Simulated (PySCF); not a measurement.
H$_{4}$Si, charge +1, doublet, at a GFN2-xTB geometry (a state made from the parent by changing its charge; the spin is typed, not shown lowest), with bond 5-1 at 1.3 times its length. Base run: PySCF with TPSS/6-31G.

Here is a job for PySCF.
```python
from pyscf import gto, scf, dft

mol = gto.Mole()
mol.atom = '''
    Si    0.000000   -0.000000   -0.000000
    H     0.028744    1.072285    1.066288
    H    -0.027528   -1.065933    1.072670
    H     0.027528    1.065933   -1.072670
    H    -0.037368   -1.393971   -1.386174
'''
mol.basis = '6-31g'
mol.charge = 1
mol.spin = 1
mol.verbose = 4
mol.build()

mf = dft.UKS(mol)
mf.xc = 'tpss'
mf.kernel()
```

Each row names what was changed in the base input (with any setting that the change needs).

| change | ΔE vs base (mEh) | SCF cycles | <S^2> |
|---|---|---|---|
| base | 0.000 | 9 | 0.772 |
| level_shift = 0.5 (with mf.max_cycle = 100) | 0.000 | 27 | 0.772 |
| init_guess = sap | 0.000 | 12 | 0.772 |
| solver = newton; init_guess = 1e | 0.000 | - | 0.772 |
| level_shift = 1.0 (with mf.max_cycle = 100) | 0.000 | 46 | 0.772 |
| init_guess = mod_huckel | 0.000 | 11 | 0.772 |
| damp = 0.5; diis_start_cycle = 5 | 0.000 | 11 | 0.772 |
| level_shift = 0.1 (with mf.max_cycle = 100) | 0.000 | 11 | 0.772 |
| init_guess = huckel | 0.000 | 11 | 0.772 |
| diis_space = 12 | 0.000 | 9 | 0.772 |
| conv_tol_grad = 1e-3 | 0.000 | 9 | 0.772 |
| init_guess = vsap | 0.000 | 11 | 0.772 |
| solver = newton | 0.000 | - | 0.772 |

Open shells are given as the SCF converged; they aren't shown to be the lowest states, and a large step between rows can be another state.
